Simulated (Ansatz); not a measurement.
Program: Ansatz 0.2.0.

C2H8BGaO (`B[CH]([GaH2])CO`) at its PBE0-D4/def2-TZVP geometry, where that method's forces vanish. The species carries charge 0 and has multiplicity 1.

```
atom   x (Å)   y (Å)   z (Å)
  B1   1.722  -0.079   0.497
  C2   0.602  -0.547  -0.370
 Ga3  -0.826  -0.458   1.180
  C4  -0.208   0.392  -1.213
  O5  -1.569   0.362  -0.644
  H6   1.924   1.098   0.639
  H7   2.380  -0.862   1.126
  H8   0.540  -1.591  -0.675
  H9  -1.606  -1.794   1.406
 H10  -0.841   0.747   2.182
 H11   0.169   1.414  -1.141
 H12  -0.286   0.099  -2.262
 H13  -2.002   1.218  -0.724
```

Question: For each bond, give half the difference of the two atoms' forces along it (eV/Å; positive pushes the atoms apart) under PBE-D4, r2SCAN-D4, B3LYP-D4, ωB97M-V in def2-TZVPP. (Estimate.)

Answer: The calculation gave: 
| bond | length (Å) | PBE-D4 | r2SCAN-D4 | B3LYP-D4 | ωB97M-V |
| --- | --- | --- | --- | --- | --- |
| B1–C2 | 1.491 | 0.04 | 0.05 | 0.04 | 0.03 |
| B1–H6 | 1.203 | 0.04 | -0.04 | -0.10 | -0.09 |
| B1–H7 | 1.201 | 0.03 | -0.05 | -0.11 | -0.10 |
| C2–Ga3 | 2.109 | 0.17 | 0.05 | 0.21 | 0.05 |
| C2–C4 | 1.499 | -0.04 | 0.03 | 0.13 | 0.18 |
| C2–H8 | 1.090 | 0.09 | -0.04 | -0.11 | -0.11 |
| Ga3–O5 | 2.134 | 0.05 | -0.03 | 0.16 | 0.07 |
| Ga3–H9 | 1.564 | 0.01 | -0.07 | -0.10 | -0.11 |
| Ga3–H10 | 1.568 | -0.04 | -0.09 | -0.08 | -0.08 |
| C4–O5 | 1.476 | 0.35 | 0.40 | 0.37 | 0.23 |
| C4–H11 | 1.092 | 0.07 | -0.09 | -0.13 | -0.13 |
| C4–H12 | 1.092 | 0.08 | -0.07 | -0.17 | -0.16 |
| O5–H13 | 0.962 | 0.34 | -0.01 | -0.09 | -0.12 |

B3LYP here is the variant with VWN-RPA as its local correlation; programs differ in this.
